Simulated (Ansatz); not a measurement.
Calculated with Ansatz (gas phase, PBE0-D4/def2-TZVP geometries, no zero-point term in ΔE). CCSD(T)/CBS is the MP2 limit (def2-TZVPP, def2-QZVPP) plus CCSD(T) − MP2 in def2-TZVPP, frozen cores. For Ga outer-core shells are correlated without core-valence functions, which leaves a few kJ/mol of doubt a bond. Scalar relativity is left out up to krypton. One conformer a species, not always the lowest.

Reaction (isomerisation): `F[SiH2][N]([SiH3])[GaH2]` → `N[SiH2][Ga]([F])[SiH3]`

| species | MP2/def2-TZVPP energy (Eh) |
| --- | --- |
| `F[SiH2][N]([SiH3])[GaH2]` | -2660.24412 |
| `N[SiH2][Ga]([F])[SiH3]` | -2660.18093 |

Work out ΔE.

ΔE = (-2660.18093) − (-2660.24412) = 0.06319 Eh = +1.72 eV. CCSD(T)/CBS gives +1.55 eV.

Largest T1 diagnostic among the species: 0.014.

The D4 term adds +0.12 eV with B3LYP and +0.06 eV with PBE0; it sums over pairs of atoms, weighted by their polarisabilities, and B3LYP, whose exchange is more repulsive, gets the larger term. From PBE to PBE0 (25 % exact exchange), in def2-TZVPP and without D4, ΔE moves by +0.20 eV.

B3LYP here is the variant with VWN-RPA as its local correlation; programs differ in this.
